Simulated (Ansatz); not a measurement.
The cluster W₆⁺. The state is a doublet with charge 1. Geometry PBE-D4/def2-SVP; atoms count from 1.

```xyz
6

W     0.6786    1.0046    0.9227
W     1.5985   -0.2763   -0.8954
W    -1.7177    1.2240    0.4482
W     1.0918   -1.4406    1.1758
W    -1.0274   -1.1251   -0.0180
W    -0.6237    0.6133   -1.6333
```

In the def2 sets W takes a core potential; there is no spin–orbit coupling. The charge 1 doublet is spin-contaminated (final ⟨S²⟩ up to 0.92, 0.75 for a pure state). The structure comes from a short search, and lower isomers may exist.

(1) Estimate the Mulliken populations from the PBE0/def2-TZVP orbitals of Ansatz.

(2) Where does the spin sit?

(3) And the Mayer bond orders between bonded heavy atoms (over 0.3)?

Results:

(1) 
| atom | charge (e) | spin (α − β) | d electrons |
| --- | --- | --- | --- |
| W1 | 0.16 | 0.03 | 4.48 |
| W2 | 0.18 | -0.01 | 4.49 |
| W3 | 0.15 | 0.48 | 4.61 |
| W4 | 0.15 | 0.49 | 4.61 |
| W5 | 0.16 | 0.03 | 4.48 |
| W6 | 0.18 | -0.01 | 4.49 |
Mulliken values and Mayer orders depend strongly on the basis.

(2) Summed by element: W 1.00, of 1 unpaired in all. Largest on single atoms: W4 0.49, W3 0.48, W1 0.03.

(3) W1–W2 1.92 (2.41 Å); W1–W3 1.79 (2.45 Å); W1–W4 1.62 (2.49 Å); W1–W5 0.54 (2.89 Å); W1–W6 0.58 (2.90 Å); W2–W4 1.92 (2.43 Å); W2–W5 0.58 (2.90 Å); W2–W6 1.65 (2.50 Å); W3–W4 0.33 (3.94 Å); W3–W5 1.62 (2.49 Å); W3–W6 1.92 (2.43 Å); W4–W5 1.79 (2.45 Å); W5–W6 1.92 (2.41 Å).
